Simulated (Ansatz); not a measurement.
`[BH2][GeH2][OH]`. Total charge 0; spin multiplicity 1.

Z-matrix (Å, degrees):
```
Ge
O 1 1.791
B 1 2.050 2 108.1
H 1 1.549 2 108.7 3 -122.0
H 1 1.549 2 108.7 3 122.1
H 2 0.959 1 112.5 3 -179.9
H 3 1.195 1 119.5 2 179.8
H 3 1.193 1 121.4 2 -0.3
```

Q: List the harmonic frequencies (cm⁻¹, unscaled) at PBE0-D4/def2-TZVP in Ansatz. (Estimate.)

A: Computed: 148, 173, 215, 356, 567, 608, 667, 694, 780, 865, 918, 941, 1162, 2093, 2099, 2601, 2699, 3901.

Q: Is this a minimum?

A: Yes, all 18 modes are real.

Q: Give the ideal-gas thermochemistry at 298.15 K and 1 bar (rigid rotor, harmonic oscillator; point group Cs, symmetry number 1).

A: Zero-point energy 128.5 kJ/mol; H(298) − E = 146.3 kJ/mol; entropy 312.1 J/(mol·K), of which translation 166.8, rotation 101.2, vibration 44.1; G(298) − E = 53.2 kJ/mol.

Q: Rotational constants (cm⁻¹)?

A: 0.4818, 0.206, 0.1524.
